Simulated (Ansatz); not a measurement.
Harmonic frequencies (cm⁻¹) at PBE0-D4/def2-TZVP from Ansatz: 107, 132, 266, 297, 478, 529, 708, 746, 747, 1057, 1936, 1937, 1946, 2449, 2462.

Question: Which molecule is it?
A. `[F][In-]([F])([F])[SeH2+]`
B. `[GaH3-][SeH2+]`
C. `[BH3-][PH3+]`
D. `CC#[N+][GaH3-]`

Answer: B.
